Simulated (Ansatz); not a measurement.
Calculated with Ansatz (gas phase, PBE0-D4/def2-TZVP geometries, no zero-point term in ΔE). CCSD(T)/CBS is the MP2 limit (def2-TZVPP, def2-QZVPP) plus CCSD(T) − MP2 in def2-TZVPP, frozen cores. This one scheme is used for every species. DFT in def2-TZVPP. HSE06 is defined as in plane-wave codes. Each species was taken in one conformer, which may not be the lowest.

Consider the cleavage of the Al–Al bond: `[BH2][AlH][AlH][CH3]` + `[NH2][AlH2]` → `[CH3][AlH][NH][AlH2]` + `[BH2][AlH2]`.

```csv
level,ΔE (kJ/mol),difference from CCSD(T)/CBS
B97M-V,-101.1,-6.8
r2SCANh-D4,-90.3,4.0
revPBE,-65.7,28.6
r2SCAN,-88.5,5.8
PBE0,-75.4,18.9
HSE06,-75.0,19.3
BHLYP,-97.3,-3.0
LC-ωPBE,-88.1,6.2
CCSD/def2-TZVPP,-94.8,-0.5
MP2/def2-QZVPP,-106.8,-12.5
CCSD(T)/CBS,-94.3,0
```

**Question.** What do rigid-rotor, harmonic-oscillator terms from PBE0-D4/def2-TZVP frequencies (298.15 K, 1 bar) make of the CCSD(T)/CBS value? (An estimate is asked.)

**Answer.** Computed: ΔZPE = -8.2 kJ/mol, ΔH = -104.1 kJ/mol, ΔS = -19 J/(mol·K), ΔG = -98.4 kJ/mol. Modes under 50 cm⁻¹ make the entropy rough.

Largest T1 diagnostic among the species: 0.013.

At CCSD(T), def2-SVP lies −7.2 kJ/mol from the extrapolated value and def2-TZVPP −0.2 kJ/mol. From PBE to PBE0 (25 % exact exchange), in def2-TZVPP and without D4, ΔE moves by −7.1 kJ/mol. Leaving LDA and LC-ωPBE aside and taking each functional with its dispersion term where it has one, the values, not all of them listed here, spread over 32.3 kJ/mol, from ωB97M-V to PBE-D4. LDA lies −5.7 kJ/mol from PBE without D4.
